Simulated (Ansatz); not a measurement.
`F[CH]1N=[CH][GaH]1`. The species carries charge 0 and has multiplicity 1. Correlated methods include outer-core shells of Ga, which these sets cover unevenly. Scalar relativity is left out up to krypton.

```xyz
8

F    -0.5857   -0.0160   -2.0898
C     0.2097   -0.2411   -0.9968
N     0.5526    1.0032   -0.3236
C     0.3840    0.8562    0.9378
Ga   -0.6225   -0.8540    0.7680
H     1.1270   -0.7218   -1.3461
H     0.7144    1.6467    1.6129
H    -1.7796   -1.6732    1.4375
```

Give the diagnostics of a CCSD(T)/def2-TZVPP run (frozen core, the Gaussian-basis code of Ansatz). (Estimate.)

Computed: T1 = 0.0152, largest single amplitude 0.034, largest double 0.044, (T) share of the correlation energy 4.3 %, 13 CCSD cycles. The RHF solution is stable towards an unrestricted one. T1 lies under the customary mark of 0.02 for closed shells.
